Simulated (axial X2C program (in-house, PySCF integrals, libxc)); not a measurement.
**Low determinants of TaH⁺ at the PBE0 level, with spin–orbit coupling**

Calculated with an axial X2C code built on PySCF integrals. Two-component (2c) means X2C with spin–orbit coupling and atomic mean-field two-electron Coulomb and Gaunt terms. Basis: Ta dyall-cv3z [13s14p9d7f4g], H dyall-v3z [6s2p1d] (cores contracted in-house); Gaussian nuclei, density fitting, unrestricted open shells. Masses: Ta 180.948 u, H 1.008 u.

Search at 1.718 Å (vertical energies from the lowest determinant):

| ΔE (eV) | state | electrons beyond evenly filled partner blocks | electrons in ±ω = 1/2, 3/2, 5/2, 7/2 |
| --- | --- | --- | --- |
| 0.00 | Ω = 3/2 | ω = 3/2 | 42 21 8 2 |
| 0.28 | Ω = 3/2 | ω = 1/2, ω = -3/2, ω = 5/2 | 41 21 9 2 |
| 0.34 | Ω = 1/2 | ω = 1/2 | 41 22 8 2 |
| 0.61 | Ω = 5/2 | ω = 5/2 | 42 20 9 2 |
| 0.71 | Ω = 9/2 | ω = 1/2, ω = 3/2, ω = 5/2 | 41 21 9 2 |
| 0.73 | Ω = 1/2 | 2 × ω = -1/2, ω = 3/2 | 42 21 8 2 |
| 1.00 | Ω = 5/2 | ω = -1/2, 2 × ω = 3/2 | 41 22 8 2 |

Lowest determinant, Ω = 3/2 (⟨Sz⟩ = -1.47, ⟨Lz⟩ = 2.97 at PBE0): Re = 1.718 Å, ωe = 1971.3 cm⁻¹.

The determinant in row 2 of the search, Ω = 3/2 (⟨Sz⟩ = 1.46, ⟨Lz⟩ = 0.04 at PBE0), was followed along the bond at PBE0; measured from the minimum of the lowest determinant it gives:

Te = 0.273 eV (2202 cm⁻¹), Re = 1.735 Å, ωe = 1963.1 cm⁻¹.

**Question.** Compare the bond of the determinant in row 2 with that of the lowest one.

**Answer.** At PBE0 its Re is 0.017 Å longer and its force constant, which goes as ωe², is 0.99 times that of the lowest determinant. T0 ≈ Te + Δωe/2 = 2202 + (-4) = 2198 cm⁻¹.

The search compares states at one distance, so a state with another bond length can lie lower; it is not exhaustive and yields mostly the lowest determinant of each block pattern, so other components and higher states of one pattern are missing. These are energies of single determinants, not of spin-adapted states; PBE0 term energies can be off by some tenths of an eV, and the functional has no current term. The lowest determinant need not be the ground state where others lie within half an eV.
